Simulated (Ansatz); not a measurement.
The molecule CrS, multiplicity 7 (not the ground state: that is measured with 2S+1 = 5). No spin–orbit coupling. Cr is treated without relativity.

Constants: fifth-degree fit in 1/R to seven points, most abundant isotopes. Runs in def2 and cc sets follow the lowest solution found near the PBE0 minimum.

Correlated levels freeze the inner cores; with def2 sets outer-core shells near the valence are correlated too.

Run with Ansatz (a first-principles code). 

| level | r_e (Å) | ω_e (cm⁻¹) | ω_e x_e (cm⁻¹) | dipole (D) |
|---|---|---|---|---|
| SVWN5/def2-TZVPP | 2.246 | 390 | 1.6 | 3.80 |
| PBE/def2-TZVPP | 2.296 | 366 | 1.5 | 4.00 |
| r2SCAN/def2-TZVPP | 2.298 | 371 | 1.5 | 4.32 |
| B97M-V/def2-TZVPP | 2.321 | 361 | 1.5 | 4.56 |
| B3LYP/def2-TZVPP | 2.325 | 356 | 1.5 | 4.75 |
| PBE0/def2-TZVPP | 2.311 | ___ | 1.5 | 4.99 |
| BHLYP/def2-TZVPP | 2.346 | 349 | 1.4 | 5.82 |
| B2PLYP/def2-TZVPP | ___ | ___ | 1.5 | - |

Fill in the missing entries.


- B2PLYP/def2-TZVPP, r_e (Å): 2.319
- B2PLYP/def2-TZVPP, ω_e (cm⁻¹): 362
- PBE0/def2-TZVPP, ω_e (cm⁻¹): 364
